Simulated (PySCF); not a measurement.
## Ionisation energy of Ni¹¹⁺ by level of theory

Ni¹¹⁺ [Ne] 3s2 3p5 (2P) → Ni¹²⁺ [Ne] 3s2 3p4 (3P), as a difference of total energies. Calculation: PySCF 2.14, in an even-tempered Gaussian basis (19 s from 0.59 bohr⁻², ratio 2.5; 12 p from 0.76 bohr⁻², ratio 2.5; 5 d from 5.6 bohr⁻², ratio 2.7; 4 f from 8.4 bohr⁻², ratio 2.7); scalar relativity by spin-free X2C-1e. Correlated levels: outer shells: 1s2 frozen; virtual orbitals above 40 to 60 times the deepest correlated orbital energy dropped. The calculations carry no spin-orbit coupling.

```
                method  ionisation energy (eV)
                   UHF                  350.32
                   LDA                  352.20
                   PBE                  352.00
                  PBE0                  352.02
                r2SCAN                  352.18
    MP2 (outer shells)                  351.27
SCS-MP2 (outer shells)                  351.22
```

Question: Estimate what PW91 gives.

Answer: 352.22 eV, closest to LDA among the rows shown.

Question: Estimate what revPBE gives.

Answer: 351.93 eV, closest to PBE among the rows shown.

A first-order spin-orbit estimate (lowest level to lowest level, LS coupling) adds -0.040 eV.

For comparison: 351.6 ± 0.3 eV (semi-empirical (NIST evaluation); NIST Atomic Spectra Database, ionization energies).
